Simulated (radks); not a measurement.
Results of a calculation; reference values are marked as such.
Charge is removed step by step from the 5p3/2 level of neutral lutetium, starting from [Kr] 4d10 4f14 5s2 5p(1/2: 2, 3/2: 4) 5d1 6s2. Level of theory: Dirac Kohn-Sham, PBE, spin-unpolarised, spherical densities, finite nucleus; open shells fill j = l - 1/2 first; Fermi nuclear charge, rms radius 5.37 fm (a radial shooting solver on a logarithmic mesh with Libxc functionals).

removed (e)  E - E(0) (eV)  eigenvalue (eV)  E minus straight line (eV)
0                    0.000          -29.571                       0.000
0.1                  3.006          -30.553                      -0.486
0.2                  6.112          -31.575                      -0.873
0.3                  9.322          -32.629                      -1.155
0.4                 12.639          -33.713                      -1.330
0.5                 16.065          -34.822                      -1.396
0.6                 19.604          -35.956                      -1.350
0.7                 23.257          -37.110                      -1.189
0.8                 27.027          -38.285                      -0.912
0.9                 30.915          -39.478                      -0.516
1                   34.923          -40.688                       0.000

Removing the whole electron costs 34.923 eV by Delta-SCF, against 29.571 eV from minus the eigenvalue at the starting occupation. Slater's transition state (half an electron removed) gives 34.822 eV. Integrating minus the eigenvalue over the occupation (Janak's theorem) gives 34.923 eV. The mean slope of the eigenvalue, de/dn, is 11.1 eV per electron.
